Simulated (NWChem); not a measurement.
# SnHOI, singlet; SMILES [OH][Sn][I]

```xyz
4

Sn     0.3047     1.3374     0.0000
I     -0.2118    -1.3872     0.0000
O     -1.5836     1.9601     0.0000
H     -2.2545     1.2646     0.0000
```
Atoms are numbered in this order, from 1.

Level: PBE0/def2-SVP with def2 effective core potentials on Sn, I (NWChem), optimised geometry, unscaled harmonic frequencies. Low-valent species are run as closed-shell singlets; no triplet was tried in these runs. def2 effective core potentials on Sn, I; no spin-orbit coupling.

| frequency (cm⁻¹) | IR intensity (km/mol) |
|---|---|
| 126 | 6.6 |
| 189 | 30.4 |
| 444 | 130.2 |
| 614 | 116.8 |
| 728 | 73.6 |
| 3866 | 68.9 |

```yaml
zero_point_energy: 8.5 kcal/mol
thermal correction to the enthalpy at 298.15 K (with zero-point energy): 12.0 kcal/mol
heat capacity Cv: 12.9 cal/(mol K)
entropy at 298.15 K and 1 atm (symmetry number 1): 77.5 cal/(mol K)
```

Rigid rotor and harmonic oscillator.
